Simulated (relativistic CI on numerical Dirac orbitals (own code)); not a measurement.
**Energy levels of Pd XXVII**

Method of calculation: Dirac-Coulomb-Breit CI, separate exchange-only KLI orbitals for each configuration, a model potential for QED, unscaled Slater integrals (own radial code, finite nucleus).

Configurations in the expansion (outside the closed core [Ne]): 3s²3p⁶3d², 3s²3p⁵3d³, 3s3p⁶3d³, 3s²3p⁶3d4s, 3s²3p⁶3d4p, 3s²3p⁶3d4d, 3s²3p⁶3d4f, 3s²3p⁵3d²4s, 3s²3p⁵3d²4p, 3s²3p⁶4s², 3s²3p⁵3d²4d, 3s3p⁶3d²4s, 3s²3p⁶4s4p, 3p⁶3d³4p, 3s3p⁶3d²4p, 3s²3p⁶3d5s, 3s²3p⁶4p², 3s²3p⁶4s4d, 3s²3p⁶3d5d, 3s²3p⁶3d5g, 3p⁶3d⁴, 3p⁵3d⁵, 3p⁶3d³4s, 3p⁵3d⁴4s, 3s3p⁶3d4s², 3s3p⁶4s²4p, 3s3p⁶4s²4d, 3s3p⁶4s²4f. Double excitations out of closed p, d and f shells are left out; levels of such configurations are missing from the list, as are those of other unlisted configurations, and high levels can miss mixing partners. These lack a partner that the ground configuration has and come out too high: 3s²3p⁵3d²4p, 3s²3p⁵3d²4d.

The lowest level is 3s²3p⁶3d² ³F2, with 88 % of that term; Hund's rules for 3s²3p⁶3d² give ³F with J = 2, in agreement.

```
No.  Configuration  Term  J  E (cm⁻¹)    %  Next component (%)  Landé g  Lifetime (s)
  1      3s²3p⁶3d²    ³F  2         0   88               11 ¹D    0.704              
  2      3s²3p⁶3d²    ³F  3     47144  100                        1.080      4.21e-04
  3      3s²3p⁶3d²    ³P  0     81800   92                8 ¹S               3.87e-01
  4      3s²3p⁶3d²    ³F  4     83698   86               13 ¹G    1.213      1.17e-03
  5      3s²3p⁶3d²    ¹D  2     96178   48               43 ³P    1.181      4.02e-04
  6      3s²3p⁶3d²    ³P  1    110232  100                        1.498      1.62e-03
  7      3s²3p⁶3d²    ¹G  4    152442   86               13 ³F    1.030      2.26e-04
  8      3s²3p⁶3d²    ³P  2    160867   56               41 ¹D    1.271      1.83e-04
  9      3s²3p⁶3d²    ¹S  0    290203   92                8 ³P               3.91e-05
 10      3s²3p⁵3d³   ⁵F°  2   1109641   40              34 ⁵D°    1.178      4.99e-09
 11      3s²3p⁵3d³   ⁵D°  1   1112992   57              28 ⁵F°    1.003      2.55e-09
 12      3s²3p⁵3d³   ⁵D°  0   1123967   94               6 ³P°               4.93e-09
 13      3s²3p⁵3d³   ⁵F°  3   1125866   51              30 ⁵D°    1.287      5.95e-09
 14      3s²3p⁵3d³   ⁵F°  4   1146241   53              21 ⁵G°    1.325      1.33e-08
 15      3s²3p⁵3d³   ⁵S°  2   1152183   70              12 ⁵P°    1.872      3.31e-09
 16      3s²3p⁵3d³   ³F°  2   1171311   35              35 ⁵D°    1.044      1.15e-09
 17      3s²3p⁵3d³   ⁵D°  3   1171944   34              22 ³F°    1.204      1.67e-09
 18      3s²3p⁵3d³   ⁵F°  5   1172443   45              44 ⁵G°    1.309      8.08e-09
 19      3s²3p⁵3d³   ⁵D°  1   1175642   34              33 ⁵F°    0.692      3.03e-10
 20      3s²3p⁵3d³   ⁵D°  4   1184907   49              23 ³F°    1.333      2.27e-09
 21      3s²3p⁵3d³   ⁵G°  6   1200113   73              23 ³H°    1.279      2.48e-03
 22      3s²3p⁵3d³   ³G°  3   1200634   54              25 ³F°    0.922      6.66e-10
 23      3s²3p⁵3d³   ³G°  4   1219559   48              16 ³F°    1.106      5.24e-09
 24      3s²3p⁵3d³   ³D°  2   1232329   28              25 ³F°    1.161      5.12e-10
 25      3s²3p⁵3d³   ⁵F°  5   1235275   36              31 ³G°    1.275      5.74e-09
 26      3s²3p⁵3d³   ⁵D°  3   1240064   26              24 ³D°    1.249      1.15e-09
 27      3s²3p⁵3d³   ⁵F°  2   1240937   25              21 ³F°    1.105      3.48e-10
 28      3s²3p⁵3d³   ³P°  1   1246751   47              28 ³S°    1.502      2.63e-10
 29      3s²3p⁵3d³   ³P°  0   1248927   62              28 ¹S°               3.91e-09
 30      3s²3p⁵3d³   ⁵D°  4   1252266   37              26 ³G°    1.260      1.92e-09
 31      3s²3p⁵3d³   ³G°  5   1255991   45              38 ³H°    1.126      9.15e-10
 32      3s²3p⁵3d³   ¹G°  4   1257751   40              26 ³G°    1.032      1.08e-09
 33      3s²3p⁵3d³   ³I°  6   1260949   35              28 ³H°    1.121      3.26e-04
 34      3s²3p⁵3d³   ³D°  3   1264380   50              15 ³G°    1.203      2.84e-10
 35      3s²3p⁵3d³   ³D°  2   1271078   39              26 ³P°    1.297      1.18e-10
 36      3s²3p⁵3d³   ³I°  7   1290854  100                        1.139      1.45e-03
 37      3s²3p⁵3d³   ³D°  3   1291494   47              21 ³F°    1.248      8.91e-11
 38      3s²3p⁵3d³   ³P°  1   1295085   54              19 ⁵D°    1.618      4.36e-10
 39      3s²3p⁵3d³   ³H°  5   1299292   46              35 ¹H°    1.031      1.64e-10
 40      3s²3p⁵3d³   ³F°  4   1308939   75               8 ¹G°    1.215      1.32e-09
 41      3s²3p⁵3d³   ³F°  2   1310361   36              29 ⁵G°    0.802      2.84e-11
 42      3s²3p⁵3d³   ³P°  0   1315577   77              19 ¹S°               4.16e-10
 43      3s²3p⁵3d³   ³D°  1   1317797   27              27 ¹P°    0.786      6.86e-11
 44      3s²3p⁵3d³   ⁵P°  3   1318572   59              18 ³D°    1.472      5.74e-10
 45      3s²3p⁵3d³   ³P°  2   1322110   27              22 ⁵P°    1.287      7.23e-11
 46      3s²3p⁵3d³   ³H°  6   1329436   57              31 ³I°    1.119      1.77e-04
 47      3s²3p⁵3d³   ³F°  3   1332015   45              35 ³G°    1.022      4.77e-11
 48      3s²3p⁵3d³   ³F°  4   1335063   45              24 ³H°    1.113      2.60e-11
 49      3s²3p⁵3d³   ³D°  1   1341850   73              15 ⁵D°    0.812      5.98e-11
 50      3s²3p⁵3d³   ³H°  6   1346117   59              40 ¹I°    1.096      1.86e-04
 51      3s²3p⁵3d³   ³G°  5   1347760   53              22 ³I°    1.074      5.16e-11
 52      3s²3p⁵3d³   ³D°  3   1352068   31              22 ³F°    1.103      2.88e-11
 53      3s²3p⁵3d³   ¹D°  2   1361847   46              18 ³F°    1.018      1.02e-10
 54      3s²3p⁵3d³   ³G°  3   1367428   33              24 ⁵G°    0.964      8.80e-12
 55      3s²3p⁵3d³   ³G°  4   1367622   32              24 ¹G°    1.042      4.29e-11
 56      3s²3p⁵3d³   ³P°  2   1372460   24              22 ³D°    1.060      4.19e-11
 57      3s²3p⁵3d³   ³D°  1   1386226   31              25 ³P°    1.346      1.96e-11
 58      3s²3p⁵3d³   ³G°  5   1387944   52              18 ³H°    1.112      1.90e-11
 59      3s²3p⁵3d³   ³F°  4   1390025   43              23 ³G°    1.122      1.64e-11
 60      3s²3p⁵3d³   ³P°  0   1390459   56              24 ⁵D°               8.07e-10
 61      3s²3p⁵3d³   ¹D°  2   1394011   33              25 ⁵D°    1.205      4.61e-11
 62      3s²3p⁵3d³   ⁵D°  3   1408774   27              27 ³F°    1.198      2.46e-11
 63      3s²3p⁵3d³   ⁵D°  4   1418121   30              27 ³F°    1.225      4.00e-11
 64      3s²3p⁵3d³   ³P°  1   1422442   34              21 ⁵P°    1.553      3.72e-11
 65      3s²3p⁵3d³   ³G°  5   1433419   44              21 ³I°    1.071      2.11e-11
 66      3s²3p⁵3d³   ³G°  3   1433464   34              31 ³F°    0.989      6.74e-12
 67      3s²3p⁵3d³   ³D°  2   1436387   29              23 ³F°    1.081      1.66e-11
 68      3s²3p⁵3d³   ³D°  2   1446693   24              21 ³F°    1.195      1.42e-11
 69      3s²3p⁵3d³   ³G°  3   1448285   32              18 ⁵G°    1.030      1.06e-11
 70      3s²3p⁵3d³   ³P°  1   1449306   58              23 ³D°    1.250      1.64e-11
```

Energies count from the lowest computed level; ° marks odd parity; lifetimes are radiative, by E1, M1, E2, M2, E3 decay to levels of this space only.

The mean weight of the leading LS term, summed over parents, in these 70 levels is 50 %, and that of the leading jj configuration (from the same eigenvectors) 60 %.

At this charge energies of transitions that change n are usually good to better than 1 %, and those within a shell (Δn = 0) to a few per cent. Terms inside the open d or f shell come out 10 to 20 % too wide with unscaled integrals.

Landé's interval rule says that E(J) − E(J−1) = AJ with one A. For the ground term the intervals give A = 15714.6, 9138.6 cm⁻¹ for J = 3, 4; the multiplet is regular.

LS names give the leading component of a level, which can be under half, so a name can repeat, a term be missing and a line seem to break the LS rules.
